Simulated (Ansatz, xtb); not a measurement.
C2H11GeNSi2: 4 structures ranked

4 gas-phase structures of C2H11GeNSi2, from a drawn sample of its isomers (lower ones may exist). Each was relaxed with GFN2-xTB; where two conformers were screened, the lower at r2SCAN-D4/def2-SVP is listed:

A. `C=CN([SiH3])[SiH2][GeH3]`, a singlet
B. `C=C[SiH2][N]([SiH3])[GeH3]`, a singlet
C. `C=C[SiH2]N[SiH2][GeH3]`, a singlet
D. `C=C[SiH]([GeH3])N[SiH3]`, a singlet

Q: Estimate their order in r2SCAN-D4/def2-SVP energy at these geometries, lowest first.

A: Calculated order at r2SCAN-D4/def2-SVP: C (0.000), D (0.071), B (0.084), A (0.343) eV. Less than 1 kcal/mol parts D and B, so the order within that pair means little. CCSD(T)/def2-SVP + ΔMP2/def2-TZVPP after further relaxation puts B lowest instead.

Energies above the lowest of each column, in eV; the last columns are at B3LYP-D3(BJ)/def2-SVP geometries:

```json
{"structure": "C", "GFN2-xTB": "0.591", "HF/STO-3G": "0.079", "r2SCAN-D4/def2-SVP": "0.000", "B3LYP-D3(BJ)/def2-SVP": "0.000", "CCSD(T)/def2-SVP + ΔMP2/def2-TZVPP": "0.075"}
{"structure": "D", "GFN2-xTB": "0.611", "HF/STO-3G": "0.044", "r2SCAN-D4/def2-SVP": "0.071", "B3LYP-D3(BJ)/def2-SVP": "0.047", "CCSD(T)/def2-SVP + ΔMP2/def2-TZVPP": "0.083"}
{"structure": "B", "GFN2-xTB": "0.607", "HF/STO-3G": "0.000", "r2SCAN-D4/def2-SVP": "0.084", "B3LYP-D3(BJ)/def2-SVP": "0.064", "CCSD(T)/def2-SVP + ΔMP2/def2-TZVPP": "0.000"}
{"structure": "A", "GFN2-xTB": "0.000", "HF/STO-3G": "0.158", "r2SCAN-D4/def2-SVP": "0.343", "B3LYP-D3(BJ)/def2-SVP": "0.341", "CCSD(T)/def2-SVP + ΔMP2/def2-TZVPP": "0.558"}
```

CCSD(T)/def2-SVP + ΔMP2/def2-TZVPP puts B lowest; GFN2-xTB picks A, r2SCAN-D4/def2-SVP picks C, B3LYP-D3(BJ)/def2-SVP picks C. CCSD(T)/def2-SVP + ΔMP2/def2-TZVPP orders those it was run on as B (0.000), C (0.075), D (0.083), A (0.558) eV. Less than 1 kcal/mol parts C and D, so the order within that pair means little. Flexible structures stand in one conformer each, not always the lowest. The ΔMP2 step shifts differences by up to 0.168 eV, which makes them less sure. ΔMP2 is the change of the MP2 energy from the smaller to the larger basis.

Over these structures GFN2-xTB departs from r2SCAN-D4/def2-SVP by 0.335 eV on average once a common shift is removed. A GFN2-xTB relaxation took about 0.31 s and the r2SCAN-D4/def2-SVP energy about 5.4 s on a shared host (Ansatz 0.2.0, xtb 6.7.1).
